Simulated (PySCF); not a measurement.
Species: C5H8Si.
Cartesian coordinates in Å at the PBE0-D3(BJ)/def2-SVP level; atoms count from 1:
```xyz
14
C5H8Si angstrom
C      3.0028   -0.5936    0.6533
C      1.8043   -0.5649    0.8239
C      0.3598   -0.5170    1.0131
C     -0.3238    0.5600    0.1875
C     -1.8469    0.4726    0.0064
Si    -0.8728    0.2753   -1.5727
H      4.0661   -0.6183    0.5040
H     -0.0652   -1.5065    0.7664
H      0.1410   -0.3607    2.0859
H      0.0480    1.5683    0.4099
H     -2.3307   -0.4182    0.4251
H     -2.4254    1.3846    0.1885
H     -0.7406   -1.0889   -2.1421
H     -0.8209    1.3917   -2.5480
```

Computed, not measured: PySCF, PBE0-D3(BJ)/def2-SVP geometry optimisation, gas phase.

Masses are those of the commonest isotopes; rigid-rotor values at the optimised geometry. The values belong to one conformer with, in the numbering `[CH:1]#[C:2][CH2:3][C@@H:4]1[CH2:5][SiH2:6]1`, C2–C3–C4–C5 164°.

Q: Give the principal moments of inertia and the rotational constants in GHz.

A: Ia = 78.92, Ib = 316.28, Ic = 367.91 u·Å²; 505379 MHz·u·Å²/I gives 6403, 1598 and 1374 MHz, that is A = 6.4033, B = 1.5979, C = 1.3737 GHz.

Q: Classify the top.

A: A near-prolate asymmetric top. Ray's parameter κ = (2B − A − C)/(A − C) = -0.911; −1 is the prolate and +1 the oblate limit.

Q: What does the inertial defect say?

A: Not planar: Δ = Ic − Ia − Ib = -27.29 u·Å². For a rigid frame Δ = −2 Σ m c², so Σ m c² = 13.65 u·Å² lies off the ab plane: 8.99 from hydrogen and 4.66 from heavier atoms. The atom farthest from that plane is 1.56 Å away.

Q: Where do the levels up to J = 5 lie, in MHz?

A: Above 0(0,0):
J = 1: 1(0,1) 2972, 1(1,1) 7777, 1(1,0) 8001
J = 2: 2(0,2) 8907, 2(1,2) 13496, 2(1,1) 14169, 2(2,1) 28585, 2(2,0) 28592
J = 3: 3(0,3) 17791, 3(1,3) 22069, 3(1,2) 23415, 3(2,2) 37499, 3(2,1) 37538, 3(3,1) 62092, 3(3,0) 62092
J = 4: 4(0,4) 29601, 4(1,4) 33492, 4(1,3) 35734, 4(2,3) 49380, 4(2,2) 49494, 4(3,2) 73993, 4(3,1) 73994, 4(4,1) 108402, 4(4,0) 108402
J = 5: 5(0,5) 44308, 5(1,5) 47757, 5(1,4) 51117, 5(2,4) 64220, 5(2,3) 64485, 5(3,3) 88875, 5(3,2) 88880, 5(4,2) 123277, 5(4,1) 123277, 5(5,1) 167519, 5(5,0) 167519
The levels of one J sum to (2J + 1)J(J + 1)(A + B + C)/3.

Q: Which types of transition are allowed, and where do some lines up to J = 4 fall?

A: The dipole components are |μa| = 0.62 D, |μb| = 0.28 D, |μc| = 0.01 D. The squared components, which scale the intensities, stand as 1.00 : 0.21 : 0.00 (a : b : c). Some of the stronger lines:

```csv
type,branch,"J(Ka,Kc)",MHz,lower level (cm⁻¹)
b,Q,"1(1,0) ← 1(0,1)",5030,0.099
b,Q,"3(1,2) ← 3(0,3)",5624,0.593
b,R,"4(0,4) ← 3(1,3)",7532,0.736
b,R,"1(1,1) ← 0(0,0)",7777,0.000
a,R,"4(1,4) ← 3(1,3)",11423,0.736
b,Q,"2(2,0) ← 2(1,1)",14424,0.473
b,Q,"2(2,1) ← 2(1,2)",15089,0.450
b,Q,"4(3,2) ← 4(2,3)",24613,1.647
b,R,"4(2,2) ← 3(1,3)",27425,0.736
b,R,"4(4,0) ← 3(3,1)",46310,2.071
```

Q: Estimate the classical rotational partition function at 10 K, 50 K and 100 K.

A: Point group C1, symmetry number σ = 1; q = (√π/σ)·√((kT/h)³/(ABC)), k/h = 20836.6 MHz/K: 1420 at 10 K, 15900 at 50 K, 45000 at 100 K.

Whether it is a minimum is left open (no frequencies). No vibrational averaging or centrifugal distortion is included, and the geometry carries the error of its method.
